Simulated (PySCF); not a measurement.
1-chlorocyclobutene (C4H5Cl), SMILES ClC1=CCC1. Geometry optimised at PBE-D3(BJ)/def2-SVP.

Computed with PBE-D3(BJ)/def2-SVP in PySCF 2.14.0.

Harmonic wavenumbers (cm⁻¹): 209, 301, 398, 489, 742, 843, 860, 897, 917, 993, 1044, 1112, 1120, 1136, 1171, 1243, 1386, 1410, 1618, 2976, 2991, 3032, 3052, 3160. Rotational constants (GHz): 12.23, 2.532, 2.157; symmetry number 1.

### Question
Work out the zero-point energy and the ideal-gas rigid-rotor harmonic-oscillator thermochemistry at 298.15 K and 1 atm.

### Answer
ZPE = ½ Σ hcν = ½ × 33100 cm⁻¹ = 197.98 kJ/mol. H − E(el) = 213.22 kJ/mol. Entropy in J/(mol K): translation 164.66, rotation 108.70, vibration 27.02, total 300.37. G − E(el) = 123.67 kJ/mol. Cp = 80.47 J/(mol K).
